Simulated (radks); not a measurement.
The numbers below are computed, except where a source is named.
Species: Er31+. Configuration: [Kr] 4d1. Code: a radial shooting solver on a logarithmic mesh with Libxc functionals. Model: non-relativistic Kohn-Sham, LB94 model potential, spin-polarised, spherical densities, point nucleus; open shells are filled with parallel spins first (spin-orbit coupling, left out, can overturn this in heavy ions); relativity is left out, which matters for an element this heavy.

Radial electron density D(r) = 4 pi r^2 rho(r):

```
   r/bohr * D(r) (the largest magnitude, 118, reaches the edge; | marks zero)
 0.002481 |     *
 0.002797 |      *
 0.003154 |        *
 0.003556 |         *
 0.004009 |           *
 0.004557 |              *
 0.005138 |                *
 0.005793 |                   *
 0.006531 |                      *
 0.007364 |                         *
 0.008303 |                             *
 0.009437 |                                *
  0.01064 |                                   *
    0.012 |                                     *
  0.01353 |                                       *
  0.01525 |                                       *
  0.01733 |                                        *
  0.01954 |                                       *
  0.02204 |                                      *
  0.02484 |                                     *
  0.02801 |                                    *
  0.03158 |                                    *
   0.0359 |                                      *
  0.04047 |                                         *
  0.04563 |                                             *
  0.05145 |                                                 *
  0.05801 |                                                    *
  0.06541 |                                                      *
  0.07434 |                                                     *
  0.08382 |                                                  *
   0.0945 |                                              *
   0.1066 |                                          *
   0.1201 |                                         *
   0.1365 |                                          *
    0.154 |                                             *
   0.1736 |                                               *
   0.1957 |                                               *
   0.2207 |                                          *
   0.2488 |                                 *
   0.2828 |                       *
   0.3188 |                 *
   0.3595 |              *
   0.4053 |             *
    0.457 |             *
   0.5152 |           *
   0.5856 |        *
   0.6603 |    *
   0.7444 |  *
   0.8394 |*
   0.9464 *
    1.067 *
    1.213 *
    1.367 *
    1.542 *
```

D(r) has 3 maxima, at r = 0.0165, 0.0675, 0.181 bohr, and minima at 0.0294, 0.121 bohr, inside which lie 1.96, 11.28 electrons.
